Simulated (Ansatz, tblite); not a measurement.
Forces on the cluster Cu4⁻ at its r2SCAN-D4/def2-SVPD geometry. The state is a doublet with charge -1.

The xTB rows come from tblite. At r2SCAN-D4/def2-TZVPD the highest occupied level of the charge -1 doublet lies above zero (up to 0.23 eV). By energy differences its removal costs 1.58 eV (vertical, to the charge 0 singlet, at r2SCAN-D4/def2-TZVPD); a positive level beside a positive removal energy at the same level points to self-interaction error. The structure comes from a short search, and lower isomers may exist.

GFN1-xTB (tblite), largest force 0.44 eV/Å:

```xyz
4
positions Å, forces eV/Å
Cu    1.256   -1.160    1.010    0.259   -0.241    0.212
Cu   -1.256    1.159   -1.010   -0.261    0.241   -0.210
Cu    0.763    0.047   -0.894    0.282    0.019   -0.333
Cu   -0.763   -0.047    0.894   -0.280   -0.019    0.331
```

GFN2-xTB (tblite), largest force 1.21 eV/Å:

```
Cu -0.052 0.047 -0.039
Cu 0.050 -0.047 0.041
Cu 0.784 0.050 -0.921
Cu -0.782 -0.050 0.919
```

r2SCAN-D4/def2-TZVPD (Ansatz), largest force 0.58 eV/Å:

```
Cu 0.363 -0.337 0.295
Cu -0.365 0.337 -0.294
Cu 0.330 0.022 -0.389
Cu -0.328 -0.022 0.387
```
